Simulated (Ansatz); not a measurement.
Relaxation of BClF2H2 (6 atoms, charge 0, multiplicity 1), to a largest force component of 0.03 eV/Å in at most 50 steps.

Method: RHF/def2-SVP in Ansatz.

```xyz
6
Properties=species:S:1:pos:R:3
B 0.022 -0.393 -0.434
Cl 0.032 -0.024 2.611
F 1.124 0.208 -0.773
F -1.115 0.159 -0.741
H 0.052 -1.452 0.107
H 0.003 -1.169 1.957
```

Where does it end, and by what steps?

The run converged. The force dipped under the threshold on the way, but the program's further checks kept it going. After 16 steps the energy has fallen by 0.223 eV; H6 moved furthest, 1.03 Å.

```
step  energy less start (eV)  largest force component (eV/Å)  accepted
   0                  0.0000                           1.318       yes
   1                 -0.1230                           0.562       yes
   2                 -0.0901                           1.644        no
   3                 -0.1541                           0.422       yes
   4                 -0.1748                           0.408       yes
   5                 -0.1943                           0.302       yes
   6                 -0.2111                           0.094       yes
   7                 -0.2143                           0.191       yes
   8                 -0.2030                           1.019        no
   9                 -0.2175                           0.141       yes
  10                 -0.2113                           0.443        no
  11                 -0.2198                           0.116       yes
  12                 -0.2210                           0.129       yes
  13                 -0.2220                           0.116       yes
  14                 -0.2216                           0.176        no
  15                 -0.2226                           0.018       yes
  16                 -0.2227                           0.028       yes
```

```xyz
6
Properties=species:S:1:pos:R:3
B 0.025 -0.390 -0.719
Cl 0.044 -0.008 2.687
F 1.122 0.297 -0.875
F -1.113 0.233 -0.855
H 0.060 -1.559 -0.496
H -0.020 -1.244 2.984
```

Run time: 13 s on 1 thread of Arm Neoverse V2, on a shared host, peak memory 0.12 GiB.
